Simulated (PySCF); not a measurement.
# Unknowns

[PySCF: PBE0/pcSseg-1 with gauge-including orbitals; coordinates at the GFN2-xTB level; no relativistic terms; a single conformation; fast rotation and ring inversion assumed for equivalent nuclei; no solvent]

Referencing at the same level of theory: 1H and 13C vs TMS. Where no couplings were computed, multiplicities follow the n + 1 count of equivalent neighbours, and m marks all less simple cases (inequivalent or close neighbours, rings, F or P nearby). Shifts are as computed. Against solution values, carbons near 30 ppm lie about +3 ppm off and those near 130 ppm about +5 ppm; carbons on Cl a further +6 ppm. Of 1309 compounds with measured shifts, 239 miss one by over three times the rms of a fit or turn the order of signals round; such compounds aren't used in these exercises. Carbons bonded to Cl come out too deshielded.

Question: C₈H₉ClSi. 1H NMR (400 MHz, computed): δ 6.94 (d, 1H), 6.57 (m, 1H), 6.38 (m, 1H), 6.35 (m, 1H), 6.33 (m, 1H), 6.21 (t, 1H), 4.68 (m, 2H), 3.20 (d, 1H). 13C{1H} NMR (computed): δ 160.9 (C), 149.0 (CH), 144.9 (CH2), 139.9 (CH), 133.6 (CH), 120.6 (CH), 97.1 (CH), 86.9 (C). Give a structure.

Answer: `C#C/C=C/C(Cl)=C/[SiH2]C=C`. Rings plus π bonds: 5 (no ring in the answer). 8 carbon signals for 8 carbons: no two carbons are equivalent. Carbon types of the structure: 2 × C, 5 × CH, 1 × CH2, leaving 2 H on heteroatoms. δC 160.9: fully substituted alkene carbon; an sp2 carbon of a C=C bond. δC 149.0, 139.9, 133.6, 120.6: alkene CH; the olefinic region. δC 97.1: terminal alkyne carbon; sp carbons lie upfield of alkene carbons because the cylindrical π system leaves one tensor component strongly shielded. δC 86.9: alkyne carbon; the triple bond shields along its axis, which puts it between sp3 and sp2 carbons.

This is the structure that produced the data.

Question: C₈H₉ClSi. 1H NMR (400 MHz, computed): δ 4.81 (m, 1H), 4.61 (m, 1H), 4.59 (d, 1H), 2.70 (m, 1H), 2.52 (m, 1H), 2.10 (m, 1H), 1.61 (s, 1H), 1.43 (m, 1H), 1.28 (m, 1H). 13C{1H} NMR (computed): δ 81.1 (C), 78.4 (CH), 77.6 (C), 73.1 (C), 61.5 (CH), 39.2 (CH), 29.1 (CH2), 4.3 (CH2). Give a structure.

Answer: `C#CC#C[C@@H](Cl)[C@@H]1CC[SiH2]1`. Rings plus π bonds: 5 (1 ring in the answer). 8 carbon signals for 8 carbons: no two carbons are equivalent. Carbon types of the structure: 3 × C, 3 × CH, 2 × CH2, leaving 2 H on heteroatoms. δC 81.1, 77.6, 73.1: alkyne carbon; the triple bond shields along its axis, which puts it between sp3 and sp2 carbons. δC 78.4: terminal alkyne carbon; the triple bond shields along its axis, which puts it between sp3 and sp2 carbons. δC 61.5: propargylic sp3 CH bonded to Cl; the inductive effect lowers its shielding. δH 1.61: hydrogen on a terminal alkyne carbon; it lies on the axis of the triple bond, in its shielding cone.

This is the structure that produced the data.
